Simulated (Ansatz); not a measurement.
Mg₃Cl₄⁺. The state is a doublet with charge 1. Geometry PBE0-D4/def2-SVP; atoms count from 1.

```csv
atom,x (Å),y (Å),z (Å)
Mg1,-1.975,1.361,-0.866
Mg2,-0.027,-0.981,1.854
Mg3,0.979,-0.078,-0.682
Cl4,0.063,1.223,-2.336
Cl5,0.049,1.316,1.283
Cl6,-1.190,-1.387,-0.169
Cl7,2.102,-1.454,0.917
```

Another isomer (doublet) lies 0.24 eV lower at PBE0-D4/def2-TZVP; other spin states weren't run for this one.

Q: Estimate the Mulliken populations from the PBE0/def2-TZVP orbitals of Ansatz.

A: 
```csv
atom,charge (e),spin (α − β)
Mg1,0.68,0.94
Mg2,0.94,0.02
Mg3,0.99,0.01
Cl4,-0.40,0.02
Cl5,-0.42,0.01
Cl6,-0.42,0.01
Cl7,-0.38,0.00
```
Mulliken values depend strongly on the basis.

Q: Where does the spin sit?

A: Summed by element: Mg 0.97, Cl 0.03, of 1 unpaired in all. Largest on single atoms: Mg1 0.94, Cl4 0.02, Mg2 0.02.

Q: And the Mayer bond orders between heavy atoms (over 0.3)?

A: Mg1–Cl4 0.39 (2.52 Å); Mg2–Cl5 0.59 (2.37 Å); Mg2–Cl6 0.59 (2.37 Å); Mg2–Cl7 0.58 (2.37 Å); Mg3–Cl4 0.66 (2.30 Å); Mg3–Cl7 0.46 (2.39 Å).
